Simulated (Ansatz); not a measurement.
Ga oxide hydroxide: PBE0-D4/def2-SVP single points in Ansatz on relaxed structures, gas phase. Each cluster is the lowest isomer that a short search found in that spin, judged at the geometry's level, and lower ones may exist. Binding counts from free atoms in the multiplicity of their measured ground term, without zero-point energy. The structures are stationary points that may keep the symmetry of their start. Remarks come from the PBE and PBE0 runs and from stability tests at other levels; not every state was tested.

```json
{"species": "GaO2H", "atoms": "4", "state": "singlet", "geometry": "B3LYP-D4/def2-TZVP", "HOMO (eV)": "-7.63", "LUMO (eV)": "-2.05", "gap (eV)": "5.58", "binding per atom (eV)": "3.09", "point group (within 0.1 Å)": "Cs", "remarks": "–"}
{"species": "GaO3H3", "atoms": "7", "state": "singlet", "geometry": "PBE-D4/def2-SVP", "HOMO (eV)": "-8.56", "LUMO (eV)": "-0.91", "gap (eV)": "7.65", "binding per atom (eV)": "3.56", "point group (within 0.1 Å)": "Cs", "remarks": "–"}
{"species": "Ga4O8H4", "atoms": "16", "state": "singlet", "geometry": "PBE-D4/def2-SVP", "HOMO (eV)": "-6.36", "LUMO (eV)": "-2.03", "gap (eV)": "4.33", "binding per atom (eV)": "3.62", "point group (within 0.1 Å)": "–", "remarks": "restricted SCF unstable in HF"}
{"species": "Ga4O9H6 (with an O–O bond)", "atoms": "19", "state": "singlet", "geometry": "r2SCAN-D4/def2-SVP", "HOMO (eV)": "-7.96", "LUMO (eV)": "-1.62", "gap (eV)": "6.34", "binding per atom (eV)": "3.73", "point group (within 0.1 Å)": "–", "remarks": "–"}
```

The gap (eV) runs from 4.33 (Ga4O8H4) to 7.65 (GaO3H3). It alternates from one size to the next. The binding per atom (eV) runs from 3.09 (GaO2H) to 3.73 (Ga4O9H6 (with an O–O bond)). It rises with size.
